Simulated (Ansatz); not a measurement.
Mulliken charges of CuH$_{6}$NSi$_{2}$, SMILES `[SiH3][N]([SiH3])[Cu]` from B3LYP/def2-TZVPP in Ansatz (PBE0-D4/def2-TZVP geometry).

```
atom   x (Å)   y (Å)   z (Å)  charge (e)
 Si1  -0.280   1.310  -0.752       0.355
  N2  -0.209  -0.361  -0.398      -0.423
 Si3   0.370  -1.088   1.037       0.355
 Cu4  -0.502  -1.494  -1.809       0.257
  H5  -1.476   1.633  -1.586      -0.096
  H6  -0.362   2.097   0.513      -0.081
  H7   0.898   1.821  -1.517      -0.096
  H8  -0.404  -2.322   1.366      -0.096
  H9   1.802  -1.512   0.970      -0.096
 H10   0.244  -0.135   2.179      -0.081
```

Problem. By hand: the dipole of these point charges (1 e Å = 4.8032 D).

Solution. Σ q r = (-0.078, -0.275, -0.340) e Å, of length 0.444 e Å = 2.13 D.

Problem. How does the dipole of the full density compare? (Best estimate.)

Solution. Ansatz gave: (-0.183, -0.570, -0.697) e Å, 4.41 D; the point charges give 0.48 times that, at 1° from its direction.

Point charges leave out the atoms' own dipoles, such as those of lone pairs, and Mulliken's split depends on the basis, so the two needn't agree.

B3LYP here is the variant with VWN-RPA as its local correlation; programs differ in this.
